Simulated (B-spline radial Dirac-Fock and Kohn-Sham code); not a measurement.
## Subshell cross sections of Mn⁴⁺, photon energy 6750 eV

System: Mn⁴⁺ in the configuration 1s2 2s2 2p6 3s2 3p6 3d3.

These are calculated numbers from an atomic code on a B-spline grid; the model is Dirac-Hartree-Slater photoionisation with all multipoles and Dirac-Fock thresholds. The asymmetry parameter β is from the dipole term alone. Kinetic energies are from the vacuum level. Open shells are spread statistically over j, without multiplet splitting.

| subshell | electrons | binding (eV) | kinetic (eV) | σ (kb) | β |
| --- | --- | --- | --- | --- | --- |
| K (1s) | 2 | 6616.1 | 133.9 | 34.4 | 2.00 |
| L1 (2s) | 2 | 851.7 | 5898.3 | 2.38 | 2.00 |
| L2 (2p1/2) | 2 | 730.7 | 6019.3 | 0.612 | 0.89 |
| L3 (2p3/2) | 4 | 720.5 | 6029.5 | 1.15 | 0.89 |
| M1 (3s) | 2 | 161.0 | 6589.0 | 0.355 | 2.00 |
| M2 (3p1/2) | 2 | 123.2 | 6626.8 | 0.0830 | 0.84 |
| M3 (3p3/2) | 4 | 121.8 | 6628.2 | 0.156 | 0.83 |
| M4 (3d3/2) | 1.2 | 70.02 | 6680.0 | 0.00103 | 0.35 |
| M5 (3d5/2) | 1.8 | 69.88 | 6680.1 | 0.00149 | 0.35 |

Branching ratios of the spin-orbit partners (statistical value in brackets): 2p 1.87 (2.00), 3p 1.87 (2.00), 3d 1.45 (1.50).
